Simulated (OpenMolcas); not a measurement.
# How the cost of ROMP2 grows with the basis: doublet [ZnCl2]−

[ZnCl2]− has 3 atoms, charge -1, and is taken as a doublet. SMILES of the parent species: `[Cl][Zn][Cl]`. Geometry: a GFN2-xTB relaxation, a rough one for these elements and not checked as a minimum. That shape belongs to the parent species and isn't relaxed for this state.

ROMP2, 15 core orbitals frozen, energy, OpenMolcas 26.06, on 1 thread of Arm Neoverse V1, shared host. N is the number of basis functions, t the processor time.

| basis | N | t (s) | ln N | ln t |
| --- | --- | --- | --- | --- |
| def2-SV(P) | 60 | 5 | 4.094 | 1.609 |
| def2-SVP | 67 | 6.3 | 4.205 | 1.841 |
| def2-TZVP | 122 | 39 | 4.804 | 3.664 |
| def2-TZVPP | 148 | ? | 4.997 | ? |

Task: Fit t = C·Nᵖ to the known rows and estimate the time in def2-TZVPP.

Result: 
1. Means of the 3 rows: ln N = 4.36767, ln t = 2.3713.
2. Σ(Δln N)² = 0.29174, Σ(Δln N·Δln t) = 0.85893, so the slope is 0.85893/0.29174 = 2.9442.
3. Intercept: 2.3713 − (2.9442) × 4.36767 = -10.4880. The largest residual of the fit is 0.051.
4. ln t = -10.4880 + 2.9442 × 4.997, so t ≈ 68 s.

The run took 74 s, so the estimate is too short by a factor of about 1.1. The fitted power is 2.9, with the electron count fixed.
